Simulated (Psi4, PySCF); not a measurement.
Interaction energy of CF4 ··· H3Al (SMILES FC(F)(F)F and [AlH3]). Monomers: optimised at B3LYP-D3(BJ) (def2-TZVP), held rigid. Orientation: a higher rigid-body minimum at GFN2-xTB (searched outside a hard wall at short contacts). Only R, the distance of the centres of mass, is varied, so the lowest point isn't the relaxed dimer. The shortest distances reach bonding range, where SAPT0 and rigid monomers are unreliable.

Geometry at R = 2.83 Å (first 5 atoms: monomer A):
```
9

F     -0.9361    -0.1922    -0.9190
C      0.0000     0.0000     0.0001
F     -0.0914     1.2359     0.4720
F     -0.1686    -0.8655     0.9904
F      1.1961    -0.1782    -0.5434
Al     1.1139     0.3920    -2.5737
H      2.6857     0.5110    -2.4624
H      0.2052     1.6581    -2.3124
H      0.4510    -0.9925    -2.9488
```

Methods: RMP2/6-31G* = restricted MP2 (frozen core)/6-31G*, spherical d, no counterpoise correction run with PySCF; SAPT0/jun-cc-pVDZ, frozen core (Psi4).

Interaction energies in kcal/mol:

```csv
R / Å,RMP2/6-31G*
2.22,90.27
2.47,33.45
2.64,15.03
2.83,4.42
3.04,-0.86
3.27,-2.92
3.56,-3.27
3.82,-2.88
4.36,-1.88
5.04,-0.91
6.05,-0.17
7.32,-0.02
```

**Question.** Predict the corresponding SAPT0/jun-cc-pVDZ column.

**Answer.** 2.22: 99.52; 2.47: 41.19; 2.64: 21.83; 2.83: 10.23; 3.04: 3.96; 3.27: 0.93; 3.56: -0.40; 3.82: -0.66; 4.36: -0.48; 5.04: -0.23; 6.05: -0.07; 7.32: -0.02 (kcal/mol).
